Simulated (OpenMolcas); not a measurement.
## Ni6+, Pd6+, Pt6+: d⁴ down the group

```yaml
Program: OpenMolcas
Method: MS-RASPT2, IPEA 0.25 Eh, imaginary shift 0.1 Eh
Basis: ANO-RCC-VQZP
Scalar_Hamiltonian: DKH2, point nucleus
Spin-orbit_coupling: state interaction with AMFI integrals over the reference wave functions, term energies averaged over their components
```

Active space for each ion: 10 electrons in 8 orbitals (RAS1 p, at most 2 holes; RAS2 d); closed shells correlated by CASPT2: Ni6+ 3s; Pd6+ 4s; Pt6+ 5s.

Computed levels in cm-1 above ⁵D₀:

```json
{"Level": "⁵D₁", "Ni6+": "288", "Pd6+": "902", "Pt6+": "7510"}
{"Level": "⁵D₂", "Ni6+": "833", "Pd6+": "2290", "Pt6+": "13350"}
{"Level": "⁵D₃", "Ni6+": "1594", "Pd6+": "3930", "Pt6+": "17420"}
{"Level": "⁵D₄", "Ni6+": "2530", "Pd6+": "5700", "Pt6+": "19340"}
{"Level": "³H₄", "Ni6+": "32080", "Pd6+": "22000", "Pt6+": "28830"}
{"Level": "³P₁(1)", "Ni6+": "32530", "Pd6+": "24650", "Pt6+": "36020"}
{"Level": "³H₅", "Ni6+": "32730", "Pd6+": "24100", "Pt6+": "35710"}
{"Level": "³H₆", "Ni6+": "33410", "Pd6+": "25600", "Pt6+": "38600"}
{"Level": "³F₂(1)", "Ni6+": "35020", "Pd6+": "26240", "Pt6+": "34230"}
{"Level": "weight of ⁵D in the lowest level (%)", "Ni6+": "99", "Pd6+": "95", "Pt6+": "57"}
```

Mixed levels, with the weight of the term that names them: Pd6+ ³H₄ (75 %), Pt6+ ⁵D₀ (57 %), Pt6+ ⁵D₄ (52 %), Pt6+ ³H₄ (52 %), Pt6+ ³P₁(1) (70 %), Pt6+ ³H₅ (75 %), Pt6+ ³H₆ (68 %), Pt6+ ³F₂(1) (58 %).

Measured, with the error of the calculation in %. Measured levels: Ni6+ from Corliss and Sugar, J. Phys. Chem. Ref. Data 10, 197 (1981).

```tsv
Level	Ni6+
⁵D₁	279 (+3.2)
⁵D₂	804 (+3.6)
⁵D₃	1520 (+4.9)
⁵D₄	2392 (+5.9)
³H₄	31672 (+1.3)
³P₁(1)	31836 (+2.2)
³H₅	32286 (+1.4)
³H₆	32877 (+1.6)
³F₂(1)	34247 (+2.3)
```

The fine-structure level ⁵D₄ changes by a factor of 7.64 from Ni6+ to Pt6+.

Without spin-orbit coupling ³H lies 31360, 20890, 18750 cm-1 above ⁵D in that order; the difference to the level ³H₄, of either sign, comes from spin-orbit coupling, which also lowers the zero.

CASPT2 breaks the degeneracy within a term, and the mean is taken; among the terms shown or strongly mixed into the levels shown the widest spread is 1500 cm-1 (5d⁴ ¹I, Pt6+). Active for correlation alone: 3p; no level in the range computed is led by a configuration that opens it, so any true level of that kind is missing (holds for Ni6+). Active for correlation alone: 4p; no level in the range computed is led by a configuration that opens it, so any true level of that kind is missing (holds for Pd6+). Active for correlation alone: 5p; no level in the range computed is led by a configuration that opens it, so any true level of that kind is missing (holds for Pt6+). The CASPT2 spread within a term exceeds the gap to the next term for 5d⁴ ¹I and 5d⁴ ³D, so the order of their levels is uncertain (holds for Pt6+). Computed and measured levels are paired by configuration, term and J; levels that our copy of the source lacks, or whose pairing is in doubt (as where it misses far off the trend of its configuration), stay unpaired and out of the deviations. Only configurations of the active space appear.

A number in round brackets counts repeated terms of one configuration in the order of the reference energies.
